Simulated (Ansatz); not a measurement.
Born–Oppenheimer molecular dynamics of AlFH3NO (7 atoms, charge 0, multiplicity 1). It starts from a relaxed structure.

Theory: RKS B3LYP/def2-SVP (Ansatz).

- ensemble: NVT, Nosé–Hoover chain
- time step: 1 fs
- steps asked: 250
- set temperature: 1000 K
- thermostat: time constant 3 fs, chain length 1
- seed: 858496

First frame:

```xyz
7
Properties=species:S:1:pos:R:3
Al -0.003 -0.072 0.061
N 0.004 -0.019 1.823
H -0.792 -0.174 2.433
H 0.833 0.177 2.376
F 1.432 0.212 -0.728
O -1.350 -0.390 -0.913
H -2.252 -0.580 -0.648
```

Q: How far do the bonds stretch over the last three quarters of this one trajectory? (Pairs bonded in most of those frames.)

A: 
```csv
bond,mean (Å),spread (Å),shortest,longest
Al1–N2,1.776,0.048,1.67,1.86
Al1–F5,1.670,0.044,1.57,1.76
Al1–O6,1.699,0.046,1.61,1.80
N2–H3,1.027,0.026,0.96,1.08
N2–H4,1.030,0.039,0.95,1.11
O6–H7,0.970,0.044,0.89,1.08
```

Mean temperature of the second half: 995 K. The conserved energy stayed within 4.5 meV per atom of its start (net change 0.3 meV per atom), so there is no drift, though single steps change it by up to 22 meV in the whole system, a sign of fast motions only just resolved. A run of 0.25 ps of so small a system gives no equilibrium averages.

Run time: 4.9 min on 1 thread of Intel(R) Xeon(R) 6975P-C (Granite Rapids), on a shared host, peak memory 0.17 GiB.
